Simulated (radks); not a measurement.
Results of a calculation; reference values are marked as such.
Species: the lutetium ion Lu3+. Configuration: [Xe] 4f14.

Code: a radial shooting solver on a logarithmic mesh with Libxc functionals. Model: scalar-relativistic Kohn-Sham, RPBE, spin-polarised, spherical densities, finite nucleus; Fermi nuclear charge, rms radius 5.37 fm.

Energy parts (eV):
total: -396210.13
kinetic: 432812.65
electron-nucleus: -974445.66
Hartree: 153584.91
exchange-correlation: -8162.03

Orbitals (lengths in bohr, moments of r in powers of bohr; r(max) is where P^2 peaks):
orbital	occ.	eigenvalue (eV)	r(max)	<r>	<r^4>
1s	2	-63254.52	0.01213	0.01932	7.072e-07
2s	2	-10790.21	0.06931	0.08184	0.0001081
2p	6	-9496.746	0.05660	0.07292	0.00008345
3s	2	-2465.827	0.1957	0.2126	0.004022
3p	6	-2077.532	0.1931	0.2123	0.004284
3d	10	-1611.210	0.1574	0.1925	0.003332
4s	2	-512.1565	0.4461	0.4780	0.09683
4p	6	-384.7534	0.4672	0.5079	0.1291
4d	10	-218.4828	0.4809	0.5477	0.1981
5s	2	-87.6253	1.043	1.166	3.459
5p	6	-57.9013	1.192	1.369	6.965
4f	14	-36.1347	0.4690	0.7165	1.269
5d	0	-25.0488	1.648	2.048	39.66
6s	0	-24.6467	2.656	2.867	117.9
6p	0	-18.3427	3.140	3.413	240.0

The highest occupied level is 4f at -36.135 eV. The electron density at the nucleus is 1.178e+06 e/bohr^3 (large components only).
